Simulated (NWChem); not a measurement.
Species: GeIBr, singlet; SMILES [Br][Ge][I]

```xyz
3

Ge     1.0957     0.4763     0.0000
Br    -0.5800     2.1169     0.0000
I     -0.2785    -1.6855     0.0000
```
Atoms are numbered in this order, from 1.

Program: NWChem. Medium grid unless said otherwise, to which SCAN and Minnesota functionals are sensitive. Low-valent species are run as closed-shell singlets; no triplet was tried in these runs. All runs use the structure optimised with PBE0/def2-SVP. def2 effective core potentials on I; no spin-orbit coupling.

Problem. Order these by “highest occupied level (eV)”, lowest first: SCAN/def2-SVP; MN15/def2-SVP; PW6B95/def2-SVP; B3LYP/def2-SVP; CAM-B3LYP/def2-SVP.

Solution. CAM-B3LYP/def2-SVP (-8.55), MN15/def2-SVP (-7.88), PW6B95/def2-SVP (-7.45), B3LYP/def2-SVP (-7.17), SCAN/def2-SVP (-6.69)
